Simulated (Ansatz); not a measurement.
Ansatz (a quantum-chemistry and plane-wave program) input file for ZrH4, SMILES [ZrH4], multiplicity 1, CAM-B3LYP/def2-TZVPD. The structure is a stationary point at r2SCAN-D4/def2-TZVPD. The multiplicity is an assumed one; other spin states were not compared. The def2 effective core potentials stand for the cores of Zr; spin–orbit coupling is left out.

Ansatz 0.2 input:
```yaml
crystal:
  periodic: [false, false, false]
  atoms:
    - {symbol: Zr, position_ang: [0.00000000, 0.00000000, 0.00000000]}
    - {symbol: H, position_ang: [1.06637228, 1.06637228, 1.06637229]}
    - {symbol: H, position_ang: [-1.06637229, 1.06637228, -1.06637228]}
    - {symbol: H, position_ang: [-1.06637228, -1.06637229, 1.06637228]}
    - {symbol: H, position_ang: [1.06637229, -1.06637227, -1.06637229]}
basis:
  gaussian:
    orbitals: def2-TZVPD
hamiltonian:
  xc: {name: CAM-B3LYP}
```

It prints:

```
WARN ansatz: RAYON_NUM_THREADS=1 ignored (pool sized by the plan → 1); use --threads N
Functional definition: CAM-B3LYP
integrals: 0.02 GiB planned
559 factors; their error is unknown
integrals: 0.05 GiB planned
275 factors; integrals over basis functions are off by at most 5.4e-6 eV
mean field: 0.20 GiB planned
mean field evaluation 1: about -1340.8765 eV, gradient 1.5e1 eV
mean field evaluation 2: about -1341.3442 eV, gradient 1.3e1 eV
mean field evaluation 4: about -1341.8205 eV, gradient 1.8e-1 eV
mean field evaluation 8: about -1341.8327 eV, gradient 1.5e-2 eV
mean field -1341.83272082 eV, -49.3114429633 hartree, gradient 7.2e-5 eV, S^2 0.000000; 0 other end points of the search recorded, 0 dependent functions left out
reference -1341.83286214 eV, -49.3114481568 hartree; 8, 8 occupied and 68, 68 virtual orbitals, 559 factors
Total energy: -1341.83286214 eV, -49.3114481568 hartree
```

The run converged.
